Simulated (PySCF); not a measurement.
**Basis and Hamiltonian dependence of the excitation energy of Cd**

Cd [Kr] 4d10 5s2 (1S) → Cd [Kr] 4d10 5s1 5p1 (3P). All values are computed (PySCF 2.14, energy differences of UHF-based or UKS calculations, no spin-orbit coupling). Values in eV.

| basis | Hamiltonian | functions | UHF | LDA | PBE0 | MP2 (valence) | CCSD(T) (valence) | CCSD(T) (valence and next inner shell) |
| --- | --- | --- | --- | --- | --- | --- | --- | --- |
| aug-cc-pVDZ-PP with ECP28MDF | ECP | 54 | 2.508 | 4.298 | 3.735 | 3.814 | 3.772 | n/a |
| def2-TZVPPD with the def2 core potential (28 electrons) | ECP | 56 | 2.570 | 4.354 | 3.786 | 3.833 | 3.812 | 3.871 |
| ANO-RCC-VTZP | spin-free X2C | 68 | 2.514 | 4.229 | 3.681 | 3.819 | 3.831 | 3.885 |
| aug-cc-pwCVDZ-PP with ECP28MDF | ECP | 70 | 2.500 | 4.288 | 3.723 | 3.828 | 3.768 | 3.835 |
| x2c-TZVPPall | spin-free X2C | 79 | 2.510 | 4.226 | 3.688 | 3.757 | 3.730 | 3.781 |
| aug-cc-pVTZ-PP with ECP28MDF | ECP | 88 | 2.494 | 4.288 | 3.721 | 3.866 | 3.803 | n/a |
| x2c-TZVPPall with one added diffuse shell each of s, p, d, f type | spin-free X2C | 95 | 2.498 | 4.209 | 3.673 | 3.835 | n/a | 3.830 |
| cc-pwCVTZ-PP with ECP28MDF | ECP | 97 | 2.504 | n/a | n/a | 3.779 | 3.751 | n/a |
| aug-cc-pVTZ-PP with one added diffuse shell each of s, p, d, f, g type with ECP28MDF | ECP | 113 | 2.492 | 4.287 | 3.719 | 3.878 | n/a | n/a |
| x2c-QZVPPall | spin-free X2C | 118 | 2.496 | 4.212 | 3.674 | 3.875 | n/a | n/a |
| aug-cc-pwCVTZ-PP with ECP28MDF | ECP | 122 | 2.491 | 4.285 | 3.719 | 3.873 | n/a | n/a |
| x2c-QZVPPall with one added diffuse shell each of s, p, d, f, g type | spin-free X2C | 143 | 2.493 | 4.209 | 3.672 | 3.883 | n/a | n/a |

Frozen in the all-electron rows: valence and next inner shell: [Ar] 3d10; valence: [Kr]; with a core potential, the same shells as far as they lie outside it.

Reference for a calculation without spin-orbit coupling: 3.874 eV (measured, between term centres; NIST).
